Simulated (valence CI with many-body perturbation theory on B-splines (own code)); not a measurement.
# Eu³⁰⁺: fill in the table

Method: configuration interaction combined with many-body perturbation theory (CI+MBPT): five valence electrons over a frozen Dirac-Fock core [Ar] 3d10, a basis of 11 s, 11 p, 10 d, 8 f, 5 g, 2 h functions for each j, with the one-electron correlation potential Σ1 (screened to all orders), the two-electron term Σ2, the three-electron term Σ3, Breit, model QED; selected single and double excitations, second order for the rest, scaled by the run's own slope (own B-spline code, finite nucleus).

No measured spectrum was set against this ion. As an estimate, large intervals hold to a few tenths of a per cent, small ones and those within an open d or f shell to about a per cent. Among the levels kept, up to 2000 cm⁻¹ of a level comes from second order outside the variational space, and about a tenth of that is noise between levels of different J, which matters for small intervals.

| Level | E (cm⁻¹) |
| --- | --- |
| (4s^2 4p1/2^2 4p3/2) J=3/2 | 0 |
| (4s^2 4p1/2 4p3/2^2) J=3/2 | ? |
| (4s^2 4p1/2 4p3/2^2) J=5/2 | 316190 |
| (4s^2 4p1/2 4p3/2^2) J=1/2 | 359310 |
| (4s^2 4p3/2^3) J=3/2 | 646640 |
| (4s 4p1/2^2 4p3/2^2) J=5/2 | 843040 |
| (4s^2 4p1/2^2 4d3/2) J=3/2 | 902680 |
| (4s 4p1/2^2 4p3/2^2) J=1/2 | ? |
| (4s 4p1/2^2 4p3/2^2) J=3/2 | 984070 |
| (4s^2 4p1/2^2 4d5/2) J=5/2 | ? |
| (4s 4p1/2 4p3/2^3) J=3/2 [a] | 1147800 |
| (4s 4p1/2 4p3/2^3) J=5/2 | ? |
| (4s^2 4p1/2 4p3/2 4d3/2) J=3/2 [a] | 1199000 |
| (4s^2 4p1/2 4p3/2 4d3/2) J=1/2 [a] | 1200400 |
| (4s^2 4p1/2 4p3/2 4d3/2) J=5/2 | 1219600 |
| (4s^2 4p1/2 4p3/2 4d3/2) J=7/2 | 1242200 |
| (4s 4p1/2 4p3/2^3) J=1/2 | ? |
| (4s^2 4p1/2 4p3/2 4d5/2) J=7/2 [a] | 1276900 |
| (4s 4p1/2 4p3/2^3) J=3/2 [b] | 1299100 |
| (4s^2 4p1/2 4p3/2 4d5/2) J=9/2 | ? |

Levels are named by their leading jj configuration (3d3/2^4 stands for four electrons in 3d with j = 3/2), which in mixed levels can hold well under half, so a name can repeat and another be missing. Letters in brackets count levels of one name in rising energy.

The levels stand in rising order. What does the calculation give for the missing energies?

(4s^2 4p1/2 4p3/2^2) J=3/2 282030; (4s 4p1/2^2 4p3/2^2) J=1/2 944790; (4s^2 4p1/2^2 4d5/2) J=5/2 1043000; (4s 4p1/2 4p3/2^3) J=5/2 1186300; (4s 4p1/2 4p3/2^3) J=1/2 1273600; (4s^2 4p1/2 4p3/2 4d5/2) J=9/2 1313100.
